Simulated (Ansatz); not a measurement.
Reaction (formal loss of a carbene): `C[SiH2][GeH2][CH3]` → `C[SiH2][GeH3]` + `[CH2]` (triplet)

Program: Ansatz. Geometries: PBE0-D4/def2-TZVP. ΔE: electronic, gas phase. CCSD(T)/CBS adds triple-zeta CCSD(T) − MP2 to the extrapolated MP2 energy (def2 sets, frozen cores). This one scheme is used for every species. DFT in def2-TZVPP. B3LYP here is the variant with VWN-RPA as its local correlation; programs differ in this. Triplets are unrestricted, without spin–orbit coupling. For Ge outer-core shells are correlated without core-valence functions, which leaves a few kJ/mol of doubt a bond. Scalar relativity is left out up to krypton. Each species was taken in one conformer, which may not be the lowest.

`C[SiH2][GeH2][CH3]`:

Cartesian coordinates in Å:
```
C 1.722 -0.522 1.224
Si -0.145 -0.437 1.401
Ge -1.203 -0.345 -0.732
C -0.565 1.191 -1.773
H 2.018 -1.413 0.666
H 2.205 -0.557 2.203
H 2.101 0.354 0.691
H -0.524 0.779 2.177
H -0.643 -1.621 2.157
H -0.906 -1.640 -1.520
H -2.735 -0.251 -0.574
H -1.053 1.217 -2.748
H 0.513 1.124 -1.925
H -0.786 2.121 -1.247
```

`C[SiH2][GeH3]`:

Z-matrix (Å, degrees):
```
C
Si 1 1.875
H 1 1.092 2 110.8
H 1 1.092 2 110.6 3 120.0
H 1 1.092 2 110.8 3 -120.0
Ge 2 2.380 1 111.3 3 59.9
H 2 1.490 1 110.3 3 -179.4
H 2 1.490 1 110.3 3 -60.7
H 6 1.540 2 110.8 1 -59.8
H 6 1.540 2 110.8 1 59.6
H 6 1.539 2 111.6 1 179.9
```

`[CH2]` (triplet):

```xyz
3

C     0.115    0.049   -0.246
H    -0.862   -0.402   -0.328
H     0.747    0.352    0.574
```

```csv
level,ΔE (eV),difference from CCSD(T)/CBS
PBE-D4,4.84,0.04
r2SCAN-D4,4.54,-0.26
PBE0-D4,4.75,-0.05
B3LYP-D4,4.70,-0.10
ωB97X-V,4.87,0.07
ωB97M-V,4.80,0.00
B2PLYP,4.69,-0.11
PBE,4.77,-0.03
r2SCAN,4.52,-0.28
PBE0,4.69,-0.11
B3LYP,4.59,-0.21
HF/def2-TZVPP,3.22,-1.58
MP2/def2-TZVPP,4.86,0.06
SCS-MP2/def2-TZVPP,4.84,0.04
CCSD/def2-TZVPP,4.57,-0.23
CCSD(T)/def2-TZVPP,4.69,-0.11
HF/def2-QZVPP,3.21,-1.59
MP2/def2-QZVPP,4.92,0.12
SCS-MP2/def2-QZVPP,4.91,0.11
HF/CBS(def2),3.21,-1.59
MP2/CBS(def2),4.97,0.17
CCSD/CBS(def2),4.68,-0.12
CCSD(T)/CBS,4.80,0
```

Largest T1 diagnostic among the species: 0.011.

In def2-TZVPP, CCSD(T) changes the Hartree–Fock value by +1.47 eV (the triples alone add +0.12 eV) and MP2 by +1.64 eV. The D4 term adds +0.11 eV with B3LYP and +0.06 eV with PBE0; it sums over pairs of atoms, weighted by their polarisabilities, and B3LYP, whose exchange is more repulsive, gets the larger term.
